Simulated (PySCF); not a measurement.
B3LYP has the VWN-RPA correlation part, as in Gaussian. Delta-SCF ions had no search for a lower state. 

# H$_{3}$B, SMILES `B` (charge 0, multiplicity 1)

Calculation: B3LYP-D3(BJ)/def2-TZVP // PBE0-D4/def2-TZVP (PySCF 2.14.0).

```yaml
HOMO: -9.73 eV
dipole_moment: 0.00 D
HOMO–LUMO gap: 7.51 eV
LUMO: -2.22 eV
vertical ionisation energy (Delta-SCF): 13.12 eV
total_energy: -26.6252 Ha
cost: roughly 7 core-seconds
```

Bond lengths (Å): B1–H2 1.193, B1–H3 1.193, B1–H4 1.193. Angles (°): H2–B1–H3 120.0, H2–B1–H4 120.0, H3–B1–H4 120.0.
Charge 0, spin multiplicity 1.
